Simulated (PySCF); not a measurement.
PySCF job for B(F)(OH)(NMe2) (C2H7BFNO), SMILES CN(C)B(O)F, TDA-PBE/def2-SVPD. The structure is a stationary point at PBE0-D3(BJ)/def2-SVP. This is a generated structure with no PubChem entry under its InChIKey; it may be hypothetical. The values are those of a single conformer.

```python
import numpy as np
from pyscf import gto, scf, dft, tdscf

mol = gto.M(
    atom='''
    B    -0.01858155   -0.79864244    0.00000001
    F    -1.21482445   -1.40149724    0.00000000
    O     1.06174386   -1.62550211   -0.00000000
    H     1.90605813   -1.17030240    0.00000000
    N     0.02229463    0.61620275   -0.00000000
    C    -1.18445208    1.40529246   -0.00000000
    C     1.23193877    1.38986937    0.00000000
    H    -1.24034567    2.05791170    0.89103878
    H    -1.24034567    2.05791170   -0.89103878
    H    -2.06212040    0.74828597   -0.00000000
    H     1.30156332    2.04224150   -0.89052746
    H     1.30156331    2.04224151    0.89052746
    H     2.12502137    0.74802408    0.00000000
    ''',
    basis='def2-SVPD',
    charge=0,
    spin=0,
    symmetry=True,
    max_memory=1600,
    verbose=4,
)
mf = dft.RKS(mol, xc='pbe').density_fit(auxbasis='def2-universal-jkfit')
mf.grids.level = 3
mf.conv_tol = 1e-9
mf.max_cycle = 100
mf.kernel()
mf.grids = dft.Grids(mol).set(level=1).build(with_non0tab=True)  # coarser grid for the response kernel
td = tdscf.TDA(mf)
td.singlet = True
td.nstates = 10
td.conv_tol = 1e-4
td.positive_eig_threshold = 1e-6
td.kernel(x0=td.get_init_guess(mf, 15))
td.analyze()
tt = tdscf.TDA(mf)
tt.singlet = False
tt.nstates = 4
tt.conv_tol = 1e-4
tt.positive_eig_threshold = 1e-6
tt.kernel(x0=tt.get_init_guess(mf, 9))
tt.analyze(verbose=3)
```

Log of the run:

```
PySCF version 2.14.0

[INPUT] verbose = 4
[INPUT] num. atoms = 13
[INPUT] num. electrons = 48
[INPUT] charge = 0
[INPUT] spin (= nelec alpha-beta = 2S) = 0
[INPUT] symmetry True subgroup None
[INPUT] Mole.unit = angstrom
[INPUT] Symbol           X                Y                Z      unit          X                Y                Z       unit  Magmom
[INPUT]  1 B     -0.018581550000  -0.798642440000   0.000000010000 AA   -0.035114040470  -1.509215483054   0.000000018897 Bohr   0.0
[INPUT]  2 F     -1.214824450000  -1.401497240000   0.000000000000 AA   -2.295685499925  -2.648445947934   0.000000000000 Bohr   0.0
[INPUT]  3 O      1.061743860000  -1.625502110000   0.000000000000 AA    2.006405109839  -3.071753802803   0.000000000000 Bohr   0.0
[INPUT]  4 H      1.906058130000  -1.170302400000   0.000000000000 AA    3.601927843201  -2.211551018921   0.000000000000 Bohr   0.0
[INPUT]  5 N      0.022294630000   0.616202750000   0.000000000000 AA    0.042130744749   1.164454434704   0.000000000000 Bohr   0.0
[INPUT]  6 C     -1.184452080000   1.405292460000   0.000000000000 AA   -2.238290038871   2.655617874316   0.000000000000 Bohr   0.0
[INPUT]  7 C      1.231938770000   1.389869370000   0.000000000000 AA    2.328026877534   2.626472458222   0.000000000000 Bohr   0.0
[INPUT]  8 H     -1.240345670000   2.057911700000   0.891038780000 AA   -2.343913616090   3.888889501538   1.683819260567 Bohr   0.0
[INPUT]  9 H     -1.240345670000   2.057911700000  -0.891038780000 AA   -2.343913616090   3.888889501538  -1.683819260567 Bohr   0.0
[INPUT] 10 H     -2.062120400000   0.748285970000   0.000000000000 AA   -3.896842791879   1.414055546155   0.000000000000 Bohr   0.0
[INPUT] 11 H      1.301563320000   2.042241500000  -0.890527460000 AA    2.459598208580   3.859277115221  -1.682853005805 Bohr   0.0
[INPUT] 12 H      1.301563310000   2.042241510000   0.890527460000 AA    2.459598189682   3.859277134118   1.682853005805 Bohr   0.0
[INPUT] 13 H      2.125021370000   0.748024080000   0.000000000000 AA    4.015708398148   1.413560645780   0.000000000000 Bohr   0.0

nuclear repulsion = 243.133587988365
point group symmetry = Cs
symmetry origin: [7.87385786e-10 1.96846472e-09 1.96846472e-09]
symmetry axis x: [ 1.0000000e+00  2.9562322e-09 -1.7712668e-10]
symmetry axis y: [ 2.95623220e-09 -1.00000000e+00  3.68363018e-10]
symmetry axis z: [1.77126679e-10 3.68362937e-10 1.00000000e+00]
num. orbitals of irrep A' = 122
num. orbitals of irrep A" = 60
number of shells = 78
number of NR pGTOs = 256
number of NR cGTOs = 182
basis = def2-SVPD
ecp = {}


******** <class 'pyscf.df.df_jk.DFSymAdaptedRKS'> ********
method = DFSymAdaptedRKS
initial guess = minao
damping factor = 0
level_shift factor = 0
DIIS = <class 'pyscf.scf.diis.CDIIS'>
diis_start_cycle = 1
diis_space = 8
diis_damp = 0
SCF conv_tol = 1e-09
SCF conv_tol_grad = None
SCF max_cycles = 100
direct_scf = False
XC library pyscf.dft.libxc version 7.1.2
    S. Lehtola, C. Steigemann, M. J. T. Oliveira, and M. A. L. Marques,  SoftwareX 7, 1–5 (2018)
XC functionals = pbe
    J. P. Perdew, K. Burke, and M. Ernzerhof,  Phys. Rev. Lett. 77, 3865 (1996)
    J. P. Perdew, K. Burke, and M. Ernzerhof,  Phys. Rev. Lett. 78, 1396 (1997)
    J. P. Perdew, K. Burke, and M. Ernzerhof,  Phys. Rev. Lett. 77, 3865 (1996)
    J. P. Perdew, K. Burke, and M. Ernzerhof,  Phys. Rev. Lett. 78, 1396 (1997)
radial grids:
    Treutler-Ahlrichs [JCP 102, 346 (1995); DOI:10.1063/1.469408] (M4) radial grids

becke partition: Becke, JCP 88, 2547 (1988); DOI:10.1063/1.454033
pruning grids: <function nwchem_prune>
grids dens level: 3
symmetrized grids: True
atomic radii adjust function: <function treutler_atomic_radii_adjust>
small_rho_cutoff = 0
Freeze 0 electrons in irreps []
    48 free electrons in irreps A' A"
Set gradient conv threshold to 3.16228e-05
Initial guess from minao.
tot grids = 153184
init E= -335.019507899534
HOMO (A") = -0.282645280250801  LUMO (A') = -0.0447645269684025  gap/eV = 6.47307
cycle= 1 E= -334.48334452083  delta_E= 0.536  |g|= 0.845  |ddm|= 6.02
HOMO (A") = -0.117527546786312  LUMO (A') = -0.00761825811756012  gap/eV = 2.99078
cycle= 2 E= -334.090370808808  delta_E= 0.393  |g|= 1.65  |ddm|= 2.25
HOMO (A") = -0.196550633033764  LUMO (A') = -0.0265395878004973  gap/eV = 4.62624
cycle= 3 E= -334.617999633444  delta_E= -0.528  |g|= 0.189  |ddm|= 1.41
HOMO (A") = -0.217703613508505  LUMO (A') = -0.0261960088313358  gap/eV = 5.21119
cycle= 4 E= -334.62467197445  delta_E= -0.00667  |g|= 0.0889  |ddm|= 0.26
HOMO (A") = -0.209397304601055  LUMO (A') = -0.0255800824854688  gap/eV = 5.00192
cycle= 5 E= -334.626251783344  delta_E= -0.00158  |g|= 0.0241  |ddm|= 0.11
HOMO (A") = -0.21050562262572  LUMO (A') = -0.0255475789824211  gap/eV = 5.03296
cycle= 6 E= -334.626367155056  delta_E= -0.000115  |g|= 0.00785  |ddm|= 0.0349
HOMO (A") = -0.210039950082158  LUMO (A') = -0.0256423175309122  gap/eV = 5.01772
cycle= 7 E= -334.626378740759  delta_E= -1.16e-05  |g|= 0.00211  |ddm|= 0.0103
HOMO (A") = -0.210181904577062  LUMO (A') = -0.0256920081870398  gap/eV = 5.02023
cycle= 8 E= -334.626379527762  delta_E= -7.87e-07  |g|= 0.000701  |ddm|= 0.0026
HOMO (A") = -0.210145623015397  LUMO (A') = -0.0256859401327261  gap/eV = 5.01940
cycle= 9 E= -334.626379615527  delta_E= -8.78e-08  |g|= 0.000211  |ddm|= 0.00106
HOMO (A") = -0.210144674231181  LUMO (A') = -0.0256872834360178  gap/eV = 5.01934
cycle= 10 E= -334.626379626175  delta_E= -1.06e-08  |g|= 2.8e-05  |ddm|= 0.000356
HOMO (A") = -0.210151218208841  LUMO (A') = -0.0256891749784334  gap/eV = 5.01947
cycle= 11 E= -334.626379626344  delta_E= -1.69e-10  |g|= 1.32e-05  |ddm|= 7.59e-05
HOMO (A") = -0.210147404396009  LUMO (A') = -0.025688190316425  gap/eV = 5.01939
Extra cycle  E= -334.626379626316  delta_E= 2.83e-11  |g|= 1.81e-05  |ddm|= 4.63e-05
converged SCF energy = -334.626379626316
tot grids = 48448
Overwritten attributes  positive_eig_threshold  of <class 'pyscf.tdscf.rks.TDA'>


******** <class 'pyscf.tdscf.rks.TDA'> for <class 'pyscf.df.df_jk.DFSymAdaptedRKS'> ********
nstates = 10 singlet
deg_eia_thresh = 1.000e-03
wfnsym = None
conv_tol = 0.0001
eigh lindep = 1e-12
eigh level_shift = 0
eigh max_cycle = 100


Excitation energies (eV)
[5.03274186 6.13086157 6.4254471  6.95371537 7.13451904 7.53704564
 7.65997589 7.94859125 8.05726641 8.15796339]

** Singlet excitation energies and oscillator strengths **
Excited State   1:   A"      5.03274 eV    246.36 nm  f=0.0043
      24 -> 25        0.70698
Excited State   2:   A"      6.13086 eV    202.23 nm  f=0.0164
      24 -> 26       -0.70619
Excited State   3:   A"      6.42545 eV    192.96 nm  f=0.0108
      24 -> 27       -0.70599
Excited State   4:   A"      6.95372 eV    178.30 nm  f=0.0008
      24 -> 29       -0.70613
Excited State   5:   A'      7.13452 eV    173.78 nm  f=0.1754
      24 -> 28       -0.64272
      24 -> 31        0.18971
      24 -> 32        0.20380
Excited State   6:   A"      7.53705 eV    164.50 nm  f=0.0003
      24 -> 30        0.70298
Excited State   7:   A"      7.65998 eV    161.86 nm  f=0.0100
      23 -> 25        0.70552
Excited State   8:   A'      7.94859 eV    155.98 nm  f=0.0799
      22 -> 25        0.12482
      24 -> 31       -0.41442
      24 -> 32        0.55094
Excited State   9:   A'      8.05727 eV    153.88 nm  f=0.0003
      22 -> 25       -0.68699
      24 -> 32        0.15605
Excited State  10:   A"      8.15796 eV    151.98 nm  f=0.0017
      24 -> 33       -0.70181

** Transition electric dipole moments (AU) **
state          X           Y           Z        Dip. S.      Osc.
  1         0.0000      0.0000     -0.1865      0.0348      0.0043
  2         0.0000      0.0000     -0.3306      0.1093      0.0164
  3         0.0000      0.0000     -0.2622      0.0688      0.0108
  4         0.0000     -0.0000     -0.0687      0.0047      0.0008
  5         0.0069      1.0017     -0.0000      1.0034      0.1754
  6        -0.0000      0.0000      0.0407      0.0017      0.0003
  7        -0.0000      0.0000     -0.2307      0.0532      0.0100
  8         0.0532     -0.6383      0.0000      0.4102      0.0799
  9         0.0139      0.0338      0.0000      0.0013      0.0003
 10        -0.0000      0.0000      0.0909      0.0083      0.0017

** Transition velocity dipole moments (imaginary part, AU) **
state          X           Y           Z        Dip. S.      Osc.
  1         0.0000      0.0000     -0.0499      0.0025      0.0090
  2        -0.0000     -0.0000     -0.0568      0.0032      0.0095
  3        -0.0000      0.0000     -0.0451      0.0020      0.0057
  4         0.0000      0.0000     -0.0346      0.0012      0.0031
  5         0.0047      0.1533     -0.0000      0.0235      0.0598
  6        -0.0000     -0.0000     -0.0281      0.0008      0.0019
  7         0.0000     -0.0000     -0.0471      0.0022      0.0053
  8         0.0234     -0.1292      0.0000      0.0172      0.0394
  9        -0.0104      0.0300      0.0000      0.0010      0.0023
 10        -0.0000      0.0000      0.0480      0.0023      0.0051

** Transition magnetic dipole moments (imaginary part, AU) **
state          X           Y           Z
  1         0.0999     -0.1752     -0.0000
  2         0.5873      0.2256     -0.0000
  3         0.2694     -0.1878     -0.0000
  4        -0.2515      0.1440      0.0000
  5        -0.0000      0.0000      0.1304
  6        -0.3523      0.0946     -0.0000
  7        -0.3391     -0.3080     -0.0000
  8         0.0000     -0.0000      0.0064
  9         0.0000     -0.0000     -0.4867
 10        -0.4476      0.0019      0.0000


******** <class 'pyscf.tdscf.rks.TDA'> for <class 'pyscf.df.df_jk.DFSymAdaptedRKS'> ********
nstates = 4 triplet
deg_eia_thresh = 1.000e-03
wfnsym = None
conv_tol = 0.0001
eigh lindep = 1e-12
eigh level_shift = 0
eigh max_cycle = 100


Excitation energies (eV)
[4.95874093 6.02328516 6.28105941 6.31685838]

** Triplet excitation energies and oscillator strengths **
Excited State   1:   A"      4.95874 eV    250.03 nm  f=0.0000
Excited State   2:   A"      6.02329 eV    205.84 nm  f=0.0000
Excited State   3:   A'      6.28106 eV    197.39 nm  f=0.0000
Excited State   4:   A"      6.31686 eV    196.28 nm  f=0.0000
```

The run converged.

Cost: roughly 90 core-seconds.
